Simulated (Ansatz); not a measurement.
`C=C(O)S[SiH3]`, charge 0, multiplicity 1.

(1) Give a relaxed structure at PBE0-D4/def2-TZVP (Ansatz 0.2.0). (Estimate.)

Results:

(1) Ansatz gave: 
```xyz
11

C     0.5661   -1.5819   -0.6520
C    -0.4505   -1.0244   -0.0040
O    -1.7298   -1.1858   -0.4117
S    -0.2482   -0.0407    1.4700
Si    0.4381    1.7257    0.4720
H     0.3848   -2.1670   -1.5449
H     1.5759   -1.4672   -0.2899
H    -2.3003   -0.6555    0.1534
H    -0.4949    2.0807   -0.6254
H     0.4564    2.7927    1.5047
H     1.8024    1.5235   -0.0723
```
This is one stationary point; other conformers may exist.
